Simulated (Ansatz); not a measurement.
Job for Ansatz (an electronic-structure program): U-wB97X-V/cc-pVTZ on AsN, a point of a bond scan (R = 2.417 Å).

Ansatz 0.2 input:
```yaml
crystal:
  periodic: [false, false, false]
  atoms:
    - {symbol: As, position_ang: [-0.00000000, -0.00000000, -0.28199367]}
    - {symbol: N, position_ang: [0.00000000, 0.00000000, 2.13509490]}
basis:
  gaussian:
    orbitals: cc-pVTZ
hamiltonian:
  xc: {name: wB97X-V}
magnetization: {spin_polarized: true, initial_magnetization: 0}
```

Problem. What total energy does the run end on?

Solution. -2290.2582 hartree. Its determinant has ⟨S²⟩ = 2.15, a mixture of spin states.

Problem. How many basis functions does it have, and what does it roughly cost on one machine?

Solution. 73 functions; about 9 core-seconds (a rough figure).
